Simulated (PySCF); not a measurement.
A structure optimised at B3LYP-D3(BJ)/def2-SVP, used in a PySCF frequency run:

```xyz
14

C      0.0000     0.0000    -1.4739
C      0.0000     1.1929    -0.7385
C      0.0000     1.1929     0.7385
C      0.0000     0.0000     1.4739
C      0.0000    -1.1929     0.7385
N      0.0000    -2.4431     1.2569
S      0.0000    -3.4719     0.0000
N      0.0000    -2.4431    -1.2569
C      0.0000    -1.1929    -0.7385
N      0.0000     2.4431     1.2569
S      0.0000     3.4719     0.0000
N      0.0000     2.4431    -1.2569
H      0.0000     0.0000    -2.5628
H      0.0000     0.0000     2.5628
```
Charge 0, spin multiplicity 1.

Question: Write its SMILES, formula and point group.

Answer: c1c2c(cc3nsnc13)N=S=N2, C6H2N4S2, D2h

Question: What are its rotational constants (standard atomic weights)?

Answer: 2.8054, 0.42986, 0.37274 GHz
